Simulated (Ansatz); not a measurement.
Ansatz (a quantum-chemistry and plane-wave program) job for Ga(OH)2(SeH) (GaH₃O₂Se), SMILES [SeH][Ga]([OH])[OH], PBE/def2-SVPD. The structure is a stationary point at PBE0-D3(BJ)/def2-SVP. Other conformers were not sampled.

Ansatz 0.2 input:
```yaml
crystal:
  periodic: [false, false, false]
  atoms:
    - {symbol: Ga, position_ang: [0.00260187, 0.75591183, -0.00000000]}
    - {symbol: O, position_ang: [1.43340173, 1.81459497, 0.00000001]}
    - {symbol: H, position_ang: [2.28358900, 1.36422538, -0.00000001]}
    - {symbol: O, position_ang: [-1.57683488, 1.56773998, 0.00000000]}
    - {symbol: H, position_ang: [-1.50206231, 2.52848325, 0.00000001]}
    - {symbol: Se, position_ang: [0.05019110, -1.55318547, 0.00000000]}
    - {symbol: H, position_ang: [-1.42121689, -1.57634916, 0.00000000]}
basis:
  gaussian:
    orbitals: def2-SVPD
hamiltonian:
  xc: {name: PBE}
```

It prints:

```
WARN ansatz: RAYON_NUM_THREADS=1 ignored (pool sized by the plan → 1); use --threads N
Functional definition: PBE
integrals: 0.10 GiB planned
1428 factors; their error is unknown
mean field: 0.56 GiB planned
mean field evaluation 1: about -121819.1115 eV, gradient 9.3e1 eV
mean field evaluation 2: about -121643.1908 eV, gradient 2.5e2 eV
mean field evaluation 4: about -121831.8910 eV, gradient 3.1e1 eV
mean field evaluation 8: about -121834.0115 eV, gradient 8.8e-1 eV
mean field evaluation 16: about -121833.9714 eV, gradient 7.2e-4 eV
mean field -121833.97140692 eV, -4477.3158671726 hartree, gradient 1.8e-5 eV, S^2 0.000000; 0 other end points of the search recorded, 0 dependent functions left out
reference -121833.97146496 eV, -4477.3158693053 hartree; 42, 42 occupied and 107, 107 virtual orbitals, 1428 factors
Total energy: -121833.97146496 eV, -4477.3158693053 hartree
```

Self-consistency was reached.
